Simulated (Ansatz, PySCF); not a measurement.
This PySCF input computes a PBE/def2-TZVPD energy:

```python
from pyscf import gto, scf, dft

mol = gto.M(
    atom='''
    C     1.52204295    0.76409418    0.86245267
    C     0.51721036    0.35322107    0.22065803
    C    -0.50093923   -0.30584376   -0.24178175
    O    -1.42985533   -0.80778308   -0.74058882
    H     2.20895817    1.59343571    0.87673686
    ''',
    basis='def2-tzvpd',
    charge=0,
    spin=1,
    verbose=4,
)

mf = dft.UKS(mol, xc='pbe').density_fit(auxbasis='def2-universal-jkfit')
mf.grids.level = 3
mf.conv_tol = 1e-9
mf.max_cycle = 100
mf.max_memory = 1500
mf.kernel()
if not mf.converged:
    mf = mf.newton()
    mf.kernel(mf.make_rdm1())
for _ in range(2):
    mo, _, stable, _ = mf.stability(return_status=True)
    if stable:
        break
    mf.kernel(mf.make_rdm1(mo, mf.mo_occ))
mf.analyze()
```

Q: Write an input for the same energy in Ansatz (a quantum-chemistry and plane-wave program) and say what it gives.

A: 
Ansatz 0.2 input:
```yaml
crystal:
  periodic: [false, false, false]
  atoms:
    - {symbol: C, position_ang: [1.52204295, 0.76409418, 0.86245267]}
    - {symbol: C, position_ang: [0.51721036, 0.35322107, 0.22065803]}
    - {symbol: C, position_ang: [-0.50093923, -0.30584376, -0.24178175]}
    - {symbol: O, position_ang: [-1.42985533, -0.80778308, -0.74058882]}
    - {symbol: H, position_ang: [2.20895817, 1.59343571, 0.87673686]}
basis:
  gaussian:
    orbitals: def2-TZVPD
hamiltonian:
  xc: {name: PBE}
magnetization: {spin_polarized: true, initial_magnetization: 1}
output: {forces: true}
```
It gives -189.86739 Eh, and PySCF -189.86743 Eh, a difference of 0.04 mEh, from the treatment of integrals and grids.

It need not be the lowest isomer of its formula.
